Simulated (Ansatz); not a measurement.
C2H9AlClN, SMILES `[CH3][Al-]([CH3])([NH3+])[Cl]`. Total charge 0; spin multiplicity 1. The geometry is a stationary point of PBE0-D4/def2-TZVP. It is one conformer, not always the lowest.

```xyz
14

C    -0.701   -1.805   -0.089
Al    0.004   -0.031   -0.537
C    -1.069    1.592   -0.288
N     1.522    0.213    0.820
Cl    1.298    0.008   -2.273
H    -1.486   -2.100   -0.793
H     0.065   -2.587   -0.135
H    -1.150   -1.838    0.910
H    -1.889    1.629   -1.012
H    -0.487    2.508   -0.433
H    -1.528    1.642    0.706
H     1.215    0.239    1.787
H     2.016    1.077    0.619
H     2.188   -0.547    0.718
```

(1) What is the dipole moment at B3LYP/def2-TZVPP? (An estimate is asked.)

(2) And with PBE, r2SCAN, ωB97M-V? (An estimate is asked.)

(3) Give the Mulliken charges with B3LYP, PBE, ωB97M-V in def2-TZVPP. (Best estimate.)

## Answers

(1) Ansatz gave: 5.63 D, with components (2.32, 0.55, 5.10) D in this frame, pointing from negative to positive charge.

(2) Computed: PBE 5.54 D, r2SCAN 5.66 D, ωB97M-V 5.65 D.

(3) The calculation gave: 
| atom | B3LYP | PBE | ωB97M-V |
| --- | --- | --- | --- |
| C1 | -0.48 | -0.47 | -0.56 |
| Al2 | 0.54 | 0.44 | 0.53 |
| C3 | -0.48 | -0.47 | -0.56 |
| N4 | -0.17 | -0.20 | -0.15 |
| Cl5 | -0.37 | -0.35 | -0.33 |
| H6 | 0.09 | 0.09 | 0.11 |
| H7 | 0.07 | 0.08 | 0.10 |
| H8 | 0.07 | 0.08 | 0.09 |
| H9 | 0.09 | 0.09 | 0.11 |
| H10 | 0.07 | 0.08 | 0.10 |
| H11 | 0.07 | 0.08 | 0.09 |
| H12 | 0.16 | 0.17 | 0.15 |
| H13 | 0.18 | 0.19 | 0.17 |
| H14 | 0.18 | 0.19 | 0.17 |

B3LYP here is the variant with VWN-RPA as its local correlation; programs differ in this.
